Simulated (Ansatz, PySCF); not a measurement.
Gas-phase reaction in SMILES: [F][In][F] → [F][In] + F atom (the F-In bond at the site shown breaks; other sites are not compared here)
Geometries: B3LYP-D3(BJ)/def2-TZVP minima from Ansatz (an electronic-structure program). A spin state is the lowest found, not a proven ground state.

Quantity: bond dissociation energy (electronic energy difference), in kJ/mol. Correlated levels leave the core frozen unless marked. Open shells are spin-unrestricted. No spin-orbit coupling. Frozen are the shells of the preceding noble gas and the d and f shells that filled before the atom's block. Past Kr the def2 sets carry scalar-relativistic core potentials. STO-3G rows are all-electron and non-relativistic. CBS marks a two-point X^-3 extrapolation of the correlation energy; Hartree-Fock from the larger set.

```tsv
level	program	bond dissociation energy (kJ/mol)	minus last row
HF-D3(BJ)/def2-TZVPD	PySCF + dftd3	158.7	-122.8
BLYP-D4/def2-TZVPD	Ansatz + dftd4	253.4	-28.1
revPBE/def2-TZVPD	Ansatz	250.6	-30.9
TPSS/def2-TZVPD	PySCF	265.0	-16.5
TPSS-D3(BJ)/def2-TZVPD	PySCF + dftd3	266.6	-14.9
r2SCAN/def2-TZVPD	Ansatz	266.3	-15.2
B3LYP-D4/def2-TZVPD	Ansatz + dftd4	239.2	-42.3
BHLYP-D3(BJ)/def2-TZVPD	Ansatz + dftd3	212.3	-69.2
PW6B95-D3(BJ)/def2-TZVPD	PySCF + dftd3	243.1	-38.4
M06-2X/def2-TZVPD	PySCF	263.0	-18.5
PBE-QIDH/def2-TZVPD	Ansatz	262.8	-18.7
MP2/def2-SVPD	Ansatz	298.8	17.3
CCSD/STO-3G	Ansatz	164.6	-116.9
CCSD/def2-TZVPPD	Ansatz	252.2	-29.3
CCSD(T)/CBS(def2-TZVPP,def2-QZVPP)	Ansatz	281.5	0.0
```
